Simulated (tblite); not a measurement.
Species: C6H12NO (doublet state).
Numbering: `[CH3:1][C@@H:2]1[CH2:3][CH2:4][C@H:5]([CH3:6])[N:7]1[O:8]` (hydrogens: H9, H10, H11 on C1; H12 on C2; H13, H14 on C3; H15, H16 on C4; H17 on C5; H18, H19, H20 on C6)

Structure optimised with GFN2-xTB, isolated species. This method treats the open shell by occupation alone, without spin polarisation.

Task: List the bond lengths, angles and torsions at this level.

Result: 
```csv
bond,length (Å),order
"C1–C2, C5–C6",1.528,single
"C2–C3, C4–C5",1.528,single
C3–C4,1.531,single
N7–O8,1.270,single
"C2–N7, C5–N7",1.449,single
C1–H9 and 5 like bonds,1.087,single
"C2–H12, C5–H17",1.099,single
"C3–H13, C4–H16",1.089,single
"C3–H14, C4–H15",1.089,single
```

Bonds in one row agree within 0.01 Å and their mean is given. Orders are formal, as drawn. A selection of angles:
```csv
angle,degrees
C1–C2–C3,113.3
C1–C2–N7,110.3
C3–C2–N7,103.1
C2–C3–C4,103.5
C4–C5–C6,114.9
C6–C5–N7,110.8
C5–N7–O8,123.1
C2–N7–C5,113.8
```

Dihedral angles: C1–C2–C3–C4 -90°; C2–C3–C4–C5 -35° (synclinal); C3–C4–C5–C6 148° (anticlinal); C4–C5–N7–O8 174° (antiperiplanar); C1–C2–N7–C5 108° (anticlinal).

N7 (nitrogen bonded to 2 C and O) is planar (angles 123.1°, 123.0° and 113.8°, sum 359.9°, 0.02 Å off the plane of its three neighbours). Of the pairs four or more bonds apart, O8···H18 is among the closest relative to their van der Waals radii: 2.62 Å, 96 % of the sum of Bondi's values. The 5-membered ring C2–C3–C4–C5–N7 has internal angles of 103.1° to 113.8° (sum 528°, against 540° for a flat polygon); it is puckered, 0.15 Å rms from its mean plane, widest ring torsion 35°.

Point group: C1 (no symmetry element, even within 0.4 Å). Its GFN2-xTB frequencies are all real (lowest 49 cm⁻¹).

One conformer stands for the species.

All values are computed, not measured.
